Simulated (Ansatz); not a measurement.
Reaction (redistribution): `[CH3][In]([Cl])[N]=C=O` + `ClBBr` → `[CH3][In]([Cl])[Br]` + `O=C=NBCl`

Calculated with Ansatz (gas phase, PBE0-D4/def2-TZVP geometries, no zero-point term in ΔE). CBS: MP2 limit from def2 TZ/QZ plus the TZ coupled-cluster correction, frozen cores. DFT in def2-TZVPP. Elements past krypton have def2 core potentials. For Br, In outer-core shells are correlated without core-valence functions, which leaves a few kJ/mol of doubt a bond. Scalar relativity is left out up to krypton. One conformer a species, not always the lowest.

`[CH3][In]([Cl])[N]=C=O`:

Cartesian coordinates in Å:
```
C 0.471 1.963 -0.029
In 0.434 -0.154 -0.094
Cl 2.257 -1.531 -0.534
N -1.237 -1.261 0.225
C -1.516 -2.432 0.238
O -1.856 -3.549 0.266
H 1.322 2.289 0.568
H -0.458 2.330 0.404
H 0.582 2.345 -1.044
```

`ClBBr`:

Z-matrix (Å, degrees):
```
B
Cl 1 1.730
Br 1 1.896 2 121.0
H 1 1.186 2 120.0 3 180.0
```

`[CH3][In]([Cl])[Br]`:

Z-matrix (Å, degrees):
```
C
In 1 2.128
H 1 1.089 2 109.4
H 1 1.089 2 109.2 3 121.2
H 1 1.090 2 108.5 3 -119.6
Cl 2 2.326 1 123.2 3 -155.2
Br 2 2.462 1 124.9 3 25.1
```

`O=C=NBCl`:

```xyz
6

O     2.447   -0.871   -0.404
C     1.353   -0.627   -0.113
N     0.220   -0.448    0.244
B    -0.978    0.285    0.210
Cl   -1.132    1.702   -0.807
H    -1.910   -0.041    0.869
```

```json
{"level": "revPBE", "ΔE (eV)": "-1.06"}
{"level": "BHLYP", "ΔE (eV)": "-1.17"}
{"level": "CCSD(T)/def2-TZVPP", "ΔE (eV)": "-0.94"}
{"level": "MP2/CBS(def2)", "ΔE (eV)": "-0.96"}
```

Problem. What does CCSD(T)/CBS give? (Best estimate.)

Solution. Ansatz gave: -0.97 eV. The listed levels differ from it by -0.09, -0.20, 0.03, 0.01 eV.

Largest T1 diagnostic among the species: 0.016.

From BLYP to BHLYP (50 % exact exchange), in def2-TZVPP and without D4, ΔE moves by −0.04 eV. At CCSD(T), def2-SVP lies −0.12 eV from the extrapolated value and def2-TZVPP +0.02 eV.

CCSD(T)/CBS has its own doubt, a few kJ/mol and more with outer-core shells, so smaller differences from it don't rank the levels.
